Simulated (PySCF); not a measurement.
SbI at UHF-CCSD

Level: UHF-CCSD. Sb def2-TZVPP with ECP28, I def2-TZVPP with ECP28; scalar-relativistic core potentials (PySCF 2.14).

For SbI, the state is ³Σ⁻ (triplet), unpaired electrons π ↑↑. The bond length is 2.694 Å and the harmonic wavenumber is 207 cm⁻¹. The force constant is 1.56 mdyn/Å. The rotational constant Be is 0.03751 cm⁻¹. The anharmonicity ωexe is 0.418 cm⁻¹. The vibration–rotation constant αe is 0.000102 cm⁻¹. The well depth De to Sb + I is 188 kJ/mol and the dissociation energy D0 is 187 kJ/mol.

Correlated steps freeze 8 core orbitals. Spin–orbit coupling is left out, which matters for elements this heavy, above all for dissociation energies. The state is the lowest determinant that a PBE0 search found; another state may lie lower at other levels.
